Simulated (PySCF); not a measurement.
Mayer bond orders and bond lengths

C₈H₁₀Si.
Atom-mapped SMILES: `[cH:1]1[cH:2][cH:3][c:4]([SiH:5]2[CH2:6][CH2:7]2)[cH:8][cH:9]1` (hydrogens: H10 on C1; H11 on C2; H12 on C3; H13 on Si5; H14, H15 on C6; H16, H17 on C7; H18 on C8; H19 on C9)

Structure used (PBE0-D3(BJ)/def2-SVP), in Å, numbered top down from 1:
```xyz
19
C8H10Si angstrom
C      3.0285    0.2347    0.2401
C      2.5238    1.0281   -0.7882
C      1.1512    1.0674   -1.0308
C      0.2610    0.3143   -0.2509
Si    -1.5690    0.3625   -0.5943
C     -2.7858   -0.0888    0.7373
C     -2.6048   -1.1640   -0.3508
C      0.7869   -0.4787    0.7821
C      2.1568   -0.5207    1.0256
H      4.1041    0.2037    0.4313
H      3.2027    1.6218   -1.4056
H      0.7702    1.6962   -1.8414
H     -1.9621    1.3404   -1.6411
H     -2.4038   -0.3306    1.7364
H     -3.7581    0.4148    0.7782
H     -3.4627   -1.3486   -1.0070
H     -2.1060   -2.0923   -0.0478
H      0.1173   -1.0747    1.4093
H      2.5481   -1.1442    1.8334
```

Bond orders from the PBE0/pcSseg-1 density (PySCF). Geometry: PBE0-D3(BJ)/def2-SVP, one conformer, isolated molecule.

(1) Where do the orders between heavy atoms depart from those drawn in the SMILES?

(2) Set the Mayer orders of the bonds beside their lengths.

Results:

(1) The largest departure is 0.120, at C4–Si5 (drawn single, 0.880), counting aromatic bonds as 1.5. The bonds drawn aromatic range from 1.40 to 1.46.

(2) 
| bond | drawn as | length (Å) | Mayer order |
| --- | --- | --- | --- |
| C1–C2 | aromatic | 1.393 | 1.432 |
| C2–C3 | aromatic | 1.394 | 1.440 |
| C3–C4 | aromatic | 1.403 | 1.408 |
| C4–Si5 | single | 1.863 | 0.880 |
| Si5–C6 | single | 1.859 | 0.957 |
| C6–C7 | single | 1.540 | 0.894 |
| C4–C8 | aromatic | 1.404 | 1.398 |
| C8–C9 | aromatic | 1.392 | 1.463 |
| C9–C1 | aromatic | 1.395 | 1.415 |
| C7–Si5 | single | 1.861 | 0.954 |
| C1–H10 | single | 1.093 | 0.966 |
| C2–H11 | single | 1.093 | 0.964 |
| C3–H12 | single | 1.094 | 0.970 |
| Si5–H13 | single | 1.485 | 0.940 |
| C6–H14 | single | 1.097 | 0.942 |
| C6–H15 | single | 1.096 | 0.950 |
| C7–H16 | single | 1.096 | 0.950 |
| C7–H17 | single | 1.097 | 0.943 |
| C8–H18 | single | 1.094 | 0.965 |
| C9–H19 | single | 1.093 | 0.964 |

Bonds between the same two heavy elements. C–C: lowest C6–C7 (0.894, 1.540 Å), highest C8–C9 (1.463, 1.392 Å). C–Si: lowest C4–Si5 (0.880, 1.863 Å), highest Si5–C6 and C7–Si5 (0.957, 1.859 Å). Bonds named together lie within 0.004.

**Question.** Sum the orders of all bonds at each heavy atom with more than one neighbour and set the sums beside the valence in the SMILES.

**Answer.** C1 3.813 (drawn 4), C2 3.836 (drawn 4), C3 3.818 (drawn 4), C4 3.686 (drawn 4), Si5 3.731 (drawn 4), C6 3.743 (drawn 4), C7 3.741 (drawn 4), C8 3.826 (drawn 4), C9 3.842 (drawn 4). Orders between atoms that aren't bonded are not in these sums.

Mayer orders depend on the basis set.
